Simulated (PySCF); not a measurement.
# `O=C=CC[C@H](F)Cl`, C4H4ClFO

Molfile (atoms numbered from 1):
```
C4H4ClFO
     RDKit          3D

 11 10  0  0  0  0  0  0  0  0999 V2000
    3.2074   -0.4290   -0.0401 O   0  0  0  0  0  0  0  0  0  0  0  0
    2.1583    0.0674    0.0053 C   0  0  0  0  0  0  0  0  0  0  0  0
    1.0006    0.6415    0.0767 C   0  0  0  0  0  0  0  0  0  0  0  0
   -0.2413   -0.0190    0.6173 C   0  0  0  0  0  0  0  0  0  0  0  0
   -1.2172   -0.3158   -0.5163 C   0  0  2  0  0  0  0  0  0  0  0  0
   -1.6506    0.8430   -1.0795 F   0  0  0  0  0  0  0  0  0  0  0  0
   -2.6433   -1.1963    0.1037 Cl  0  0  0  0  0  0  0  0  0  0  0  0
    0.8932    1.6370   -0.3225 H   0  0  0  0  0  0  0  0  0  0  0  0
   -0.7344    0.6458    1.3299 H   0  0  0  0  0  0  0  0  0  0  0  0
    0.0057   -0.9544    1.1171 H   0  0  0  0  0  0  0  0  0  0  0  0
   -0.7731   -0.9175   -1.3177 H   0  0  0  0  0  0  0  0  0  0  0  0
  1  2  2  0
  2  3  2  0
  3  4  1  0
  4  5  1  0
  5  6  1  0
  5  7  1  0
  3  8  1  0
  4  9  1  0
  4 10  1  0
  5 11  1  6
M  END
```

Computed, not measured: PySCF 2.14.0, GIAO HF/ANO-RCC-VDZP magnetisability, rotational g tensor and spin-rotation constants, non-relativistic, gas phase. Geometry: GFN2-xTB.

(1) Give the nuclear spin-rotation constants along the inertial axes (H = +C I·J) beside the isotropic shieldings.

Answers

(1) Rotational constants 5.3373, 0.9106, 0.8254 GHz. A star marks the isotopologue with that one atom substituted, in its own axes.
```tsv
atom	isotope	Caa (kHz)	Cbb (kHz)	Ccc (kHz)	mean (kHz)	σ (ppm)
F6	19F	1.589	0.436	0.590	0.872	386.2
Cl7	35Cl	0.529	0.159	0.278	0.322	812.3
H8	1H	-0.618	0.043	-0.098	-0.224	28.9
H9	1H	-0.551	-0.096	0.015	-0.211	29.6
H10	1H	-0.573	0.022	-0.095	-0.215	29.9
H11	1H	-0.465	-0.102	0.045	-0.174	26.7
O1	17O*	-1.897	-0.175	-0.379	-0.817	-17.1
C2	13C*	1.680	0.367	0.394	0.814	-3.1
C3	13C*	0.643	0.142	0.073	0.286	181.5
C4	13C*	0.773	0.139	0.117	0.343	165.4
C5	13C*	1.356	0.208	0.231	0.598	92.8
```
For the geometry as given, no vibrational averaging.
